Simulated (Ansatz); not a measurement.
`B[SiH](F)OC` + HCl → `B[SiH](F)Cl` + CH₃OH at 500 K and 1 bar (ligand exchange at the Si–O bond).

Program: Ansatz. Geometries: PBE0-D4/def2-TZVP. ΔE: electronic, gas phase. CBS: MP2 limit from def2 TZ/QZ plus the TZ coupled-cluster correction, frozen cores. This one scheme is used for every species. Each species was taken in one conformer, which may not be the lowest.

```tsv
species	CCSD(T)/CBS energy (Eh)	H − E (kJ/mol)	S (J/(mol·K))
`B[SiH](F)OC`	-530.56175	245.2	432.4
HCl	-460.38127	32.5	201.9
`B[SiH](F)Cl`	-875.32432	126.2	374.3
CH₃OH	-115.61712	157.0	265.4
```

H − E and S are ideal-gas, rigid-rotor, harmonic terms from PBE0-D4/def2-TZVP, for one conformer and one mirror image of each species. 1 Eh = 2625.50 kJ/mol, R = 8.31446 J/(mol·K).

Question: By hand: ΔE, ΔH, ΔS and ΔG.

Answer: ΔE = (-875.32432) + (-115.61712) − (-530.56175) − (-460.38127) = 0.00158 Eh = 4.1 kJ/mol. Δ(H − E) = 126.2 + 157.0 − 245.2 − 32.5 = 5.5, so ΔH = 9.6 kJ/mol. ΔS = 374.3 + 265.4 − 432.4 − 201.9 = 5.4 J/(mol·K). ΔG = 9.6 − 500 × (5.4)/1000 = 6.9 kJ/mol.

Question: By hand: the equilibrium constant, and the temperature at which ΔG would vanish if ΔH and ΔS stayed fixed.

Answer: log₁₀ K = −ΔG/(RT ln 10) = -0.7. ΔG = 0 at ΔH/ΔS = 1778 K, though so small a ΔH makes that figure unsure.

The number of gas molecules stays the same, so ΔS is small and ΔH decides. A doubt of 5 kJ/mol in ΔE shifts log₁₀ K by 0.5 here. Other conformers and mirror images would add mixing entropy, several J/(mol·K) or more a flexible species. These are equilibria of isolated gas molecules and say nothing of rates. Largest T1 diagnostic: 0.012 (customary marks: 0.02 for closed shells, 0.045 for open ones).
